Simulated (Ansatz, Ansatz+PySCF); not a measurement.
```yaml
atoms:
  - { symbol: Li, position_ang: [-0.8556, -0.8556, -0.8556] }
  - { symbol: F, position_ang: [-0.9490, -0.9490, 0.9490] }
  - { symbol: F, position_ang: [-0.9490, 0.9490, -0.9490] }
  - { symbol: Li, position_ang: [-0.8556, 0.8556, 0.8556] }
  - { symbol: F, position_ang: [0.9490, -0.9490, -0.9490] }
  - { symbol: Li, position_ang: [0.8556, -0.8556, 0.8556] }
  - { symbol: Li, position_ang: [0.8556, 0.8556, -0.8556] }
  - { symbol: F, position_ang: [0.9490, 0.9490, 0.9490] }
```

RHF on singlet Li4F4 was run in several spherical basis sets with Ansatz (development build ahead of 0.2.0).

Question: Rank the basis sets by the total energy that they give, lowest first, with the distance from the lowest.
A. def2-SVP
B. 6-31G(d)
C. def2-TZVP

Answer: C (0.00 eV), B (4.40 eV), A (13.42 eV).

Totals follow the description of the cores as much as that of the bonds, so this order isn't one of quality for chemistry.
